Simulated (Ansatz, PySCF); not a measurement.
Gas-phase reaction in SMILES: COC(C)=O + 2 C (CH4) + O (H2O) -> C=O (CH2O) + CC (C2H6) + 2 CO (CH4O) [methanol]
Structures are relaxed separately at B3LYP-D3(BJ)/def2-TZVP in Ansatz (a first-principles code), one conformer each, not searched for the lowest.

Property: bond separation energy (enthalpy at 298 K, with B3LYP-D3(BJ) rigid-rotor harmonic-oscillator terms from PySCF), in kcal/mol. Cores are frozen in the correlated levels unless marked. Spin-orbit coupling is left out. Non-relativistic. Basis-set limits of correlation are two-point, X^-3; Hartree-Fock from the larger set. The bracket is a focal-point correction in the basis named.

From measured enthalpies of formation at 298 K: 50.2 kcal/mol (COC(C)=O -98.8, CRC Handbook; C (CH4) -17.8, ATcT 1.112; C=O (CH2O) -26.1, ATcT 1.112; CC (C2H6) -20.0, ATcT 1.112; CO (CH4O) -48.0, ATcT 1.112; O (H2O) -57.8, ATcT 1.112). It holds spin-orbit effects, and any other conformers, which the calculations lack, and core correlation, which the frozen-core levels lack. This is an older compilation, not checked against later work.

| level | program | bond separation energy (kcal/mol) | error against measurement |
|---|---|---|---|
| HF/STO-3G | Ansatz | 32.7 | -17.5 |
| HF-D4/def2-TZVPD | PySCF + dftd4 | 47.3 | -2.9 |
| BLYP-D3(BJ)/def2-TZVPD | Ansatz + dftd3 | 47.6 | -2.6 |
| BLYP/def2-TZVPD | Ansatz | 46.1 | -4.1 |
| B3LYP-D4/def2-TZVPD | Ansatz + dftd4 | 48.2 | -2.0 |
| PBE0/6-31G* | Ansatz | 49.7 | -0.5 |
| PBE0/def2-SVP | Ansatz | 49.3 | -0.9 |
| BHLYP-D3(BJ)/def2-TZVPD | Ansatz + dftd3 | 47.8 | -2.4 |
| BHLYP/def2-TZVPD | Ansatz | 46.8 | -3.4 |
| TPSSh-D3(BJ)/def2-TZVPD | PySCF + dftd3 | 47.1 | -3.1 |
| HSE06-D3(BJ)/def2-TZVPD | Ansatz + dftd3 | 49.0 | -1.2 |
| wB97M-V/def2-TZVPD | Ansatz | 48.8 | -1.4 |
| wB97X/def2-TZVPD | Ansatz | 48.5 | -1.7 |
| MP2/aug-cc-pVTZ | Ansatz | 50.3 | 0.1 |
| SCS-MP2/cc-pVDZ | Ansatz | 46.6 | -3.6 |
| CCSD/cc-pVDZ | Ansatz | 45.8 | -4.4 |
| CCSD/cc-pVTZ | Ansatz | 46.9 | -3.3 |
| CCSD(T)/6-31G | Ansatz | 46.8 | -3.4 |
| CCSD(T)/cc-pwCVTZ | Ansatz | 48.4 | -1.8 |
| CCSD(T) with core electrons/cc-pwCVTZ | Ansatz | 48.6 | -1.6 |
| RI-MP2/CBS(cc-pVTZ,cc-pVQZ)+[CCSD(T)-MP2]/cc-pVTZ | Ansatz | 48.3 | -1.9 |
